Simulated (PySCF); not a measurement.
Compound: Si(vinyl)2(tBu)2, C₁₂H₂₄Si.
Cartesian coordinates in Å at the PBE0-D3(BJ)/def2-SVP level; atoms count from 1:
```xyz
37
C12H24Si angstrom
Si     0.3124    0.0048    0.2141
C      0.3441   -0.0154    2.0963
C      1.3033   -0.5623    2.8536
H     -0.5149    0.4241    2.6231
H      2.1953   -1.0203    2.4116
H      1.2463   -0.5758    3.9483
C      2.0670    0.0325   -0.4660
C      3.1328    0.5655    0.1441
H      2.2272   -0.3852   -1.4703
H      3.0631    1.0051    1.1454
H      4.1238    0.5866   -0.3239
C     -0.5428    1.6402   -0.3406
C      0.1029    2.7753    0.4634
C     -2.0467    1.6147   -0.0603
C     -0.2983    1.9041   -1.8298
H     -0.3173    3.7479    0.1498
H     -0.0728    2.6727    1.5455
H      1.1917    2.8189    0.3031
H     -2.2729    1.3882    0.9944
H     -2.5702    0.8724   -0.6819
H     -2.4932    2.6004   -0.2840
H     -0.7364    1.1276   -2.4736
H      0.7773    1.9637   -2.0582
H     -0.7521    2.8679   -2.1231
C     -0.5154   -1.6359   -0.3668
C     -0.8290   -1.6167   -1.8643
C     -1.7976   -1.9091    0.4251
C      0.4824   -2.7633   -0.0750
H     -1.2066   -2.6038   -2.1867
H     -1.6032   -0.8757   -2.1152
H      0.0602   -1.3936   -2.4760
H     -2.5739   -1.1511    0.2445
H     -1.6050   -1.9430    1.5088
H     -2.2204   -2.8878    0.1347
H      0.7474   -2.8062    0.9933
H      1.4164   -2.6518   -0.6471
H      0.0407   -3.7391   -0.3456
```

The closed-shell ground state was solved at several levels (PySCF, density fitting, gas phase, non-relativistic).

| level | basis functions | total energy (Eh) | HOMO (eV) | LUMO (eV) | gap (eV) | dipole (D) |
| --- | --- | --- | --- | --- | --- | --- |
| PBE0/pcSseg-1 | 348 | -760.4167 | -7.04 | -0.28 | 6.76 | 0.08 |
| CAM-B3LYP/def2-SVPD | 456 | -760.5014 | -8.32 | 0.77 | 9.09 | 0.03 |

What might wB97X-D/pcSseg-1 (348 basis functions) give for the same quantities?

Total energy -760.9671 Eh, HOMO -8.84 eV, LUMO 1.53 eV, gap 10.37 eV, dipole 0.10 D.

Over all these levels, which gives the widest orbital gap and which the narrowest?

wB97X-D/pcSseg-1 (range-separated hybrid) has the widest, 10.37 eV, and PBE0/pcSseg-1 (global hybrid, 25 % exact exchange) the narrowest, 6.76 eV. The two share the basis. From the narrowest to the widest the HOMO moves by -1.80 eV and the LUMO by +1.81 eV.

How far do the dipole and the HOMO energy spread over the levels?

The dipole runs from 0.03 to 0.10 D (mean 0.07 D) and the HOMO from -8.84 to -7.04 eV.

One conformer stands for the species.

The pairwise dispersion term of wB97X-D wasn't added to the energies; at a given geometry it leaves orbitals and properties as they are.
